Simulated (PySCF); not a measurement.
Question: Write a Z-matrix for InChI=1S/C5H13ClSSi/c1-3-4-5-7-8(2)6/h8H,3-5H2,1-2H3/t8-/m1/s1 as optimised with PBE0-D3(BJ)/def2-SVP.

Answer: 
Z-matrix in Å and degrees, rows numbered from 1:
```
C 
C   1  1.5202
C   2  1.5237  1  112.96
C   3  1.5169  2  112.45  1   179.15
S   4  1.8326  3  114.98  2   176.85
Si  5  2.1310  4  101.70  3    63.81
C   6  1.8603  5  107.62  4   162.81
Cl  6  2.0857  5  109.18  4    43.14
H   1  1.1018  2  111.17  3   -59.84
H   1  1.1018  2  111.24  3    59.78
H   1  1.1003  2  111.60  3  -179.99
H   2  1.1044  1  109.75  3  -122.24
H   2  1.1041  1  109.70  3   121.88
H   3  1.1033  2  110.25  1   -58.52
H   3  1.1042  2  108.90  1    57.61
H   4  1.1010  3  110.92  2    59.17
H   4  1.1008  3  111.15  2   -60.32
H   6  1.4896  5  113.15  4   -73.31
H   7  1.0997  6  110.39  5   -58.98
H   7  1.1004  6  110.31  5  -179.34
H   7  1.1014  6  110.19  5    60.94
```

Si6 (chlorine-bound silicon) is distorted tetrahedral (angles from 104.9° to 113.1°). S5 (sulfur bonded to C and Si) is bent (angle 101.7°). Of the pairs four or more bonds apart, Si6···H15 is among the closest relative to their van der Waals radii: 2.96 Å, 90 % of the sum of Bondi's values.

Method: PBE0-D3(BJ)/def2-SVP geometry optimisation, gas phase in PySCF.

Point group: C1 (no symmetry element, even within 0.4 Å). No frequency check. The numbers are those of one conformer (C1–C2–C3–C4 179°, C2–C3–C4–S5 177°, C3–C4–S5–Si6 64°, C4–S5–Si6–C7 163°).
